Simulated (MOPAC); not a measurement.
Job for MOPAC: PM3 on BiClFH3 (a complex), monomers drawn apart or pushed together.

```
PM3 1SCF PRECISE CHARGE=0 THREADS=1
BiClFH3

Cl     1.84301533 1    -0.75688818 1     1.44602340 1
Bi     0.26125346 1     0.58006264 1     0.01951290 1
H     -0.56858731 1    -0.88407077 1    -0.61333565 1
H      1.38252755 1     0.53930461 1    -1.39424110 1
F     -0.68629046 1    -0.53860904 1     2.77167208 1
H      0.20436985 1    -0.76024505 1     2.56828913 1
```

Program output:

```
*******************************************************************************
 **                                                                           **
 **                              MOPAC v23.2.5                                **
 **                                                                           **
 *******************************************************************************
 ** MOPAC's Digital Object Identifier: https://doi.org/10.5281/zenodo.6511958 **
 **                                                                           **
 ** Please cite the open-source release paper for use of this MOPAC version:  **
 ** J. E. Moussa and J. J. P. Stewart (2026)                                  **
 ** MOPAC: An open-source semiempirical molecular orbital program             **
 ** J. Open Source Softw., 11(119), 8025, https://doi.org/10.21105/joss.08025 **
 *******************************************************************************

                              PM3 CALCULATION RESULTS

 *******************************************************************************
 *  PM3        - The PM3 Hamiltonian to be used
 *
 *
 *
 *                 CHARGE ON SYSTEM = 0
 *
 *
 *
 *  PRECISE    - TIGHTER CRITERIA TO BE USED
 *  1SCF       - DO 1 SCF AND THEN STOP
 *  THREADS=1  - MULTI-THREADING NOT USED
 *  T=         - A TIME OF 172800.0 SECONDS REQUESTED
 *  DUMP=N     - RESTART FILE WRITTEN EVERY 7200.0 SECONDS REQUESTED
 *******************************************************************************
PM3 1SCF PRECISE CHARGE=0 THREADS=1
 BiClFH3

   ATOM   CHEMICAL          X               Y               Z
  NUMBER   SYMBOL      (ANGSTROMS)     (ANGSTROMS)     (ANGSTROMS)

     1      Cl          1.84301533  *  -0.75688818  *   1.44602340  *
     2      Bi          0.26125346  *   0.58006264  *   0.01951290  *
     3       H         -0.56858731  *  -0.88407077  *  -0.61333565  *
     4       H          1.38252755  *   0.53930461  *  -1.39424110  *
     5       F         -0.68629046  *  -0.53860904  *   2.77167208  *
     6       H          0.20436985  *  -0.76024505  *   2.56828913  *



          CARTESIAN COORDINATES

    NO.       ATOM           X           Y           Z

     1        Cl          1.8430     -0.7569      1.4460
     2        Bi          0.2613      0.5801      0.0195
     3         H         -0.5686     -0.8841     -0.6133
     4         H          1.3825      0.5393     -1.3942
     5         F         -0.6863     -0.5386      2.7717
     6         H          0.2044     -0.7602      2.5683

  H: (PM3): J. J. P. STEWART, J. COMP. CHEM. 10, 209 (1989).
  F: (PM3): J. J. P. STEWART, J. COMP. CHEM. 10, 209 (1989).
 Cl: (PM3): J. J. P. STEWART, J. COMP. CHEM. 10, 209 (1989).
 Bi: (PM3): J. J. P. STEWART, J. COMP. CHEM. 12, 320-341 (1991).

           Empirical Formula: H3 Cl Bi F  =     6 atoms



      MOLECULAR POINT GROUP   :   C1


      RHF CALCULATION, NO. OF DOUBLY OCCUPIED LEVELS = 11


 -------------------------------------------------------------------------------
 PM3 1SCF PRECISE CHARGE=0 THREADS=1
 BiClFH3



     1SCF WAS SPECIFIED, SO BFGS WAS NOT USED
     SCF FIELD WAS ACHIEVED


                              PM3 CALCULATION
                                                       MOPAC v23.2.5 Linux




          FINAL HEAT OF FORMATION =        -65.74549 KCAL/MOL =    -275.07912 KJ/MOL


          COSMO AREA              =        125.93 SQUARE ANGSTROMS
          COSMO VOLUME            =        118.15 CUBIC ANGSTROMS

          IONIZATION POTENTIAL    =         10.259647 EV
          HOMO LUMO ENERGIES (EV) =        -10.260 -0.872
          NO. OF FILLED LEVELS    =         11
          MOLECULAR WEIGHT        =        266.4555         POINT GROUP:  C1

          MOLECULAR DIMENSIONS (Angstroms)

            Atom       Atom       Distance
            F     5    H     4     4.77459
            H     3   Cl     1     3.09030
           Bi     2    H     3     1.36524


          SCF CALCULATIONS        =          1





   ATOM   CHEMICAL          X               Y               Z
  NUMBER   SYMBOL      (ANGSTROMS)     (ANGSTROMS)     (ANGSTROMS)

     1      Cl          1.84301533  *  -0.75688818  *   1.44602340  *
     2      Bi          0.26125346  *   0.58006264  *   0.01951290  *
     3       H         -0.56858731  *  -0.88407077  *  -0.61333565  *
     4       H          1.38252755  *   0.53930461  *  -1.39424110  *
     5       F         -0.68629046  *  -0.53860904  *   2.77167208  *
     6       H          0.20436985  *  -0.76024505  *   2.56828913  *

                             CARTESIAN COORDINATES

   1   Cl        1.843015330    -0.756888180     1.446023400
   2   Bi        0.261253460     0.580062640     0.019512900
   3    H       -0.568587310    -0.884070770    -0.613335650
   4    H        1.382527550     0.539304610    -1.394241100
   5    F       -0.686290460    -0.538609040     2.771672080
   6    H        0.204369850    -0.760245050     2.568289130


           Empirical Formula: H3 Cl Bi F  =     6 atoms



      MOLECULAR POINT GROUP   :   C1


                  EIGENVALUES
 -54.54015 -23.04521 -16.54466 -15.72124 -15.52851 -13.88365 -12.18247 -11.60754
 -11.21649 -10.30467 -10.25965  -0.87176  -0.06739   0.23142   4.44402


              NET ATOMIC CHARGES AND DIPOLE CONTRIBUTIONS

  ATOM NO.   TYPE          CHARGE      No. of ELECS.   s-Pop       p-Pop
    1         Cl          -0.455963        7.4560     1.97658     5.47939
    2         Bi           0.727773        4.2722     1.95661     2.31562
    3          H          -0.114705        1.1147     1.11470
    4          H          -0.132116        1.1321     1.13212
    5          F          -0.223158        7.2232     1.66143     5.56173
    6          H           0.198169        0.8018     0.80183
 DIPOLE           X         Y         Z       TOTAL
 POINT-CHG.    -2.757     3.684    -2.402     5.191
 HYBRID         0.372    -0.163    -0.543     0.678
 SUM           -2.385     3.521    -2.945     5.173


          ATOMIC ORBITAL ELECTRON POPULATIONS

     Atom    s        px        py        pz
    1 Cl   1.97658   1.80579   1.86684   1.80676
    2 Bi   1.95661   0.77617   0.75252   0.78692
    3  H   1.11470
    4  H   1.13212
    5  F   1.66143   1.61565   1.97311   1.97297
    6  H   0.80183

 **********************
 *                    *
 * JOB ENDED NORMALLY *
 *                    *
 **********************




 == MOPAC DONE ==
```

The run finished.

Cost: very roughly 0.03 core-seconds.
